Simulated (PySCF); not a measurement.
PySCF 2.14 output of an unrestricted LDA calculation on a single atom or ion in def2-SVP (5s3p2d, 24 functions), with no relativity, point nucleus:

```
SCF conv_tol = 1e-09
number electrons alpha = 9  beta = 8
    P. A. M. Dirac.,  Math. Proc. Cambridge Philos. Soc. 26, 376 (1930)
    F. Bloch.,  Z. Phys. 57, 545 (1929)
    S. H. Vosko, L. Wilk, and M. Nusair.,  Can. J. Phys. 58, 1200 (1980)
cycle= 1 E= -596.719268075269  delta_E= -0.00112  |g|= 0.00145  |ddm|= 0.0392
cycle= 2 E= -596.719268899491  delta_E= -8.24e-07  |g|= 4.62e-05  |ddm|= 0.00122
cycle= 3 E= -596.7192689005  delta_E= -1.01e-09  |g|= 7.17e-07  |ddm|= 4.33e-05
cycle= 4 E= -596.719268900501  delta_E= -2.27e-13  |g|= 8.05e-09  |ddm|= 7.47e-07
converged SCF energy = -596.719268900501  <S^2> = 0.75023195  2S+1 = 2.0002319
```

The run itself started from symmetry-adapted Hartree-Fock orbitals and held the occupation by maximum overlap, on a logarithmic radial grid, so the iterations belong to that start.

**Question.** Which element, charge and spin multiplicity is this?

**Answer.** K²⁺ (potassium, charge +2), multiplicity 2; the state was [Ne] 3s2 3p5, 2P determinant.
